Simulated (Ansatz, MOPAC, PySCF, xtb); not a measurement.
Complex: HF (SMILES F) (first 2 atoms) with CH2F2 (SMILES FCF); geometry from B3LYP-D3(BJ)/def2-TZVP, rigid monomers moved along the line of their centres of mass till H2···F3 is 2.10 Å.
(charge 0, multiplicity 1):
```csv
atom,x (Å),y (Å),z (Å)
F,-0.1266,0.0956,-0.0637
H,0.1928,0.6239,0.6339
F,0.7775,0.9057,2.6333
C,0.4104,-0.1735,3.4175
F,-0.6921,0.1770,4.1175
H,1.2306,-0.3721,4.1065
H,0.1723,-1.0041,2.7538
```

Monomers are frozen at their geometry in the pair; levels with a basis set take the counterpoise correction. Rows marked so take none.

Cores are frozen in the correlated methods. Rows in 6-311+G** carry no dispersion term and start afresh at each structure. The state reached by PM7 isn't checked; PM7 holds dispersion and hydrogen-bond terms.

Programs: Ansatz (Gaussian orbitals); MOPAC for PM7 (differences of heats of formation); PySCF for 6-311+G** rows, the dispersion terms; xtb for the GFN methods. Values without a source in brackets are computed.

| level | interaction energy (kcal/mol) |
|---|---|
| PM7 | 1.66 |
| GFN1-xTB | -3.06 |
| GFN2-xTB | -3.27 |
| PBE-D3(BJ)/def2-TZVPPD | -3.88 |
| r2SCAN-D4/def2-TZVPPD | -4.01 |
| B3LYP/6-311+G** (no counterpoise) | -3.85 |
| wB97M-V/def2-TZVPPD | -3.80 |
| MP2/aug-cc-pVTZ | -3.61 |
| SCS-MP2/aug-cc-pVTZ | … |

Question: Some entries are withheld; supply them.

Answer: 
- SCS-MP2/aug-cc-pVTZ, interaction energy (kcal/mol): -3.35

Ansatz is a program for electronic structure.
